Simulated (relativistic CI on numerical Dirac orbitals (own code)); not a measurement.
## Calculated levels, S⁵⁺

These numbers are calculated, not measured: Dirac-Coulomb-Breit CI, separate exchange-only KLI orbitals for each configuration, QED by a radiative potential, valence Slater integrals scaled by 0.85, P86 correlation energy added to each configuration (own radial code, finite nucleus).

Configurations in the expansion (outside the closed core [Ne]): 3s, 3p, 3d, 4s, 4p, 4d, 4f, 5s, 5p, 5d, 5f, 5g, 6s, 6p, 6d, 7s, 7p. Levels of other configurations are missing.

The lowest level is 3s 2S_1/2, with 100 % of that term; Hund's rules for 3s give 2S with J = 1/2, in agreement.

```
No.  Configuration  Term    J   E (eV)    %  Next component (%)  Landé g  jj configuration (%)
  1             3s    2S  1/2   0.0000  100                        2.002              3s (100)
  2             3p   2P°  1/2  13.1333  100                        0.666           3p1/2 (100)
  3             3p   2P°  3/2  13.2866  100                        1.334           3p3/2 (100)
  4             3d    2D  3/2  30.6542  100                        0.799           3d3/2 (100)
  5             3d    2D  5/2  30.6558  100                        1.200           3d5/2 (100)
  6             4s    2S  1/2  44.7068  100                        2.002              4s (100)
  7             4p   2P°  1/2  49.4680  100                        0.666           4p1/2 (100)
  8             4p   2P°  3/2  49.5230  100                        1.334           4p3/2 (100)
  9             4d    2D  3/2  55.7145  100                        0.799           4d3/2 (100)
 10             4d    2D  5/2  55.7151  100                        1.200           4d5/2 (100)
 11             4f   2F°  5/2  57.2778  100                        0.857           4f5/2 (100)
 12             4f   2F°  7/2  57.2789  100                        1.143           4f7/2 (100)
 13             5s    2S  1/2  62.1346  100                        2.002              5s (100)
 14             5p   2P°  1/2  64.3758  100                        0.666           5p1/2 (100)
 15             5p   2P°  3/2  64.4018  100                        1.334           5p3/2 (100)
 16             5d    2D  3/2  67.3407  100                        0.799           5d3/2 (100)
 17             5d    2D  5/2  67.3410  100                        1.200           5d5/2 (100)
 18             5f   2F°  5/2  68.3050  100                        0.857           5f5/2 (100)
 19             5f   2F°  7/2  68.3056  100                        1.143           5f7/2 (100)
 20             5g    2G  7/2  68.3234  100                        0.889           5g7/2 (100)
 21             5g    2G  9/2  68.3238  100                        1.111           5g9/2 (100)
 22             6s    2S  1/2  70.7664  100                        2.002              6s (100)
 23             6p   2P°  1/2  71.9967  100                        0.666           6p1/2 (100)
 24             6p   2P°  3/2  72.0112  100                        1.334           6p3/2 (100)
 25             6d    2D  3/2  73.6418  100                        0.800           6d3/2 (100)
 26             6d    2D  5/2  73.6421  100                        1.200           6d5/2 (100)
 27             7s    2S  1/2  75.6752  100                        2.002              7s (100)
 28             7p   2P°  1/2  76.4239  100                        0.666           7p1/2 (100)
 29             7p   2P°  3/2  76.4327  100                        1.334           7p3/2 (100)
```

Energies count from the lowest computed level; ° marks odd parity. Filled j subshells are mostly left out of the jj labels.

The mean weight of the leading LS term, summed over parents, in these 29 levels is 100 %, and that of the leading jj configuration (from the same eigenvectors) 100 %.

At this charge configurations can still be misplaced by up to about 7 % of their energy. 22 of the 22 excited levels that our extract of the measured tables holds in this range could be paired (the sources list more); they are missed by 2242 cm⁻¹ on average and 2968 at most, and levels without a partner can miss by more.
